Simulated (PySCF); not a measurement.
C₃H₉N, charge +1, multiplicity 2. Atoms are numbered in the order given.

```xyz
13

C      0.0911    -0.6965    -1.3017
C     -0.2894     0.0163     0.0000
C      0.0911    -0.6965     1.3017
N      0.0824     1.3824     0.0000
H     -0.3862    -1.6850    -1.3220
H      1.1827    -0.8354    -1.3448
H     -0.2401    -0.1402    -2.1919
H     -1.4242     0.0848     0.0000
H     -0.2401    -0.1402     2.1919
H      1.1827    -0.8354     1.3448
H     -0.3862    -1.6850     1.3220
H      0.1887     1.9099     0.8745
H      0.1887     1.9099    -0.8745
```
Charge +1, spin multiplicity 2.

The structure is a stationary point at B3LYP-D3(BJ)/def2-SVP. The spin state was assumed, not searched. The values are those of a single conformer.

Method: PBE/def2-TZVP run with PySCF.

ESP charges are fitted to the potential on shells at 1.4 to 2.0 van der Waals radii. Atomic charges (e):

```csv
atom,ESP fit,Mulliken,meta-Löwdin,Mulliken spin
C1,-0.52,-0.35,-0.35,0.03
C2,0.43,-0.03,0.05,0.03
C3,-0.52,-0.35,-0.35,0.03
N4,-0.43,-0.14,-0.11,0.75
H5,0.19,0.18,0.16,0.00
H6,0.20,0.18,0.16,0.02
H7,0.17,0.17,0.15,0.00
H8,0.14,0.22,0.22,0.17
H9,0.17,0.17,0.15,0.00
H10,0.20,0.18,0.16,0.02
H11,0.19,0.18,0.16,0.00
H12,0.39,0.31,0.30,-0.02
H13,0.39,0.31,0.30,-0.02
```

Question: Give the Mayer and Wiberg (Löwdin basis) orders of the bonds. (The exact figures need the calculation; the answer reports its results.)

Answer: 
```csv
bond,Mayer,Wiberg
C1–C2,1.00,1.24
C2–C3,1.00,1.24
C2–N4,1.11,1.52
C1–H5,0.95,0.88
C1–H6,0.93,0.88
C1–H7,0.94,0.89
C2–H8,0.80,0.68
C3–H9,0.94,0.89
C3–H10,0.93,0.88
C3–H11,0.95,0.88
N4–H12,0.87,0.91
N4–H13,0.87,0.91
```
